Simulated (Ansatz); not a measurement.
System: sum formula Si2H4Cl2, net charge 0, singlet state. 
Structure (B3LYP-D3(BJ)/def2-TZVP (Ansatz, a quantum-chemistry and plane-wave program) minimum search):
```
Si
H 1 1.4783
H 1 1.4783 2 109.70
Cl 1 2.0766 2 108.35 3 -118.08
Si 1 2.3407 2 111.39 3 123.79
H 5 1.4783 1 111.39 2 57.59
H 5 1.4783 6 109.70 1 -123.79
Cl 5 2.0766 6 108.35 7 -118.08
```

Total electronic energies in hartree. Correlated levels leave the core frozen unless marked. Spin-orbit coupling is left out. Non-relativistic unless marked X2C. Basis-set limits of correlation are two-point, X^-3; Hartree-Fock from the larger set.

| level | program | energy (Eh) |
|---|---|---|
| PBE0/6-31G* | Ansatz | -1501.25973 |
| PBE0-D3(BJ)/def2-TZVP | Ansatz + dftd3 | -1501.38923 |
| r2SCAN0/def2-TZVPD | Ansatz | -1501.80432 |
| RPA@PBE/cc-pV(T+d)Z | Ansatz | -1500.41935 |
| SCS-MP2/cc-pVTZ | Ansatz | -1499.98671 |
| CCSD/CBS(aug-cc-pV(T+d)Z,aug-cc-pV(Q+d)Z) | Ansatz | -1500.1614 |
| CCSD(T)/cc-pwCVTZ | Ansatz | -1500.09311 |
| X2C-CCSD(T)/cc-pVTZ-DK | Ansatz | -1504.09383 |
| CCSD(T)/CBS(aug-cc-pV(T+d)Z,aug-cc-pV(Q+d)Z) | Ansatz | -1500.1969 |

Totals of different functionals don't rank their quality; only differences between species are comparable.
